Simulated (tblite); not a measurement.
Compound: C8H13FO.
SMILES with atom numbers: `[CH3:1][O:2][C@@:3]12[CH2:4][CH2:5][CH2:6][CH2:7][C@:8]1([F:9])[CH2:10]2` (hydrogens: H11, H12, H13 on C1; H14, H15 on C4; H16, H17 on C5; H18, H19 on C6; H20, H21 on C7; H22, H23 on C10)

Computed geometry: GFN2-xTB, gas phase.

Give the optimised bond lengths and angles.

```csv
bond,length (Å)
C1–O2,1.413
O2–C3,1.396
C3–C4,1.526
C4–C5,1.527
C5–C6,1.525
C6–C7,1.526
C7–C8,1.510
C8–F9,1.379
C8–C10,1.497
C3–C8,1.512
C3–C10,1.511
"C1–H11, C1–H12, C1–H13",1.093
C4–H14,1.091
C4–H15,1.093
C5–H16,1.092
C5–H17,1.091
C6–H18,1.092
C6–H19,1.091
C7–H20,1.093
C7–H21,1.094
C10–H22,1.078
C10–H23,1.079
```

Bonds in one row agree within 0.01 Å and their mean is given. A selection of angles:
```csv
angle,degrees
C1–O2–C3,114.7
O2–C3–C4,115.2
O2–C3–C8,119.2
O2–C3–C10,114.9
C4–C3–C8,118.0
C4–C3–C10,118.7
C8–C3–C10,59.4
C3–C4–C5,112.6
C4–C5–C6,110.3
C5–C6–C7,110.2
C6–C7–C8,112.0
C7–C8–F9,110.6
C7–C8–C10,123.5
F9–C8–C10,115.0
C3–C8–C7,122.4
C3–C8–F9,116.9
C3–C8–C10,60.3
C3–C10–C8,60.3
```

Dihedral angles: C1–O2–C3–C4 -77° (synclinal); O2–C3–C4–C5 128° (anticlinal); C3–C4–C5–C6 52° (synclinal); C4–C5–C6–C7 -68° (synclinal); C5–C6–C7–C8 49° (synclinal); C6–C7–C8–F9 -163° (antiperiplanar); C7–C8–C10–C3 -111° (anticlinal); O2–C3–C8–C7 -144° (anticlinal); O2–C3–C10–C8 -111° (anticlinal).

The 6-membered ring C3–C4–C5–C6–C7–C8 has internal angles of 110.2° to 122.4° (sum 686°, against 720° for a flat polygon); it is puckered, 0.21 Å rms from its mean plane, widest ring torsion 68°. The C–C distances run from 1.497 Å (C8–C10, drawn single) to 1.527 Å (C4–C5, drawn single), a spread of 0.030 Å. The 3-membered ring C3–C8–C10 has internal angles of 59.4° to 60.3°. Of the pairs four or more bonds apart, F9···H11 is among the closest relative to their van der Waals radii: 2.48 Å, 93 % of the sum of Bondi's values.

Point group: C1 (no symmetry element, even within 0.4 Å). Its GFN2-xTB frequencies are all real (lowest 96 cm⁻¹). The numbers are those of one conformer. 2 starts were optimised and ended at 0.00 and 0.86 kcal/mol (GFN2-xTB); the lowest of these is shown.
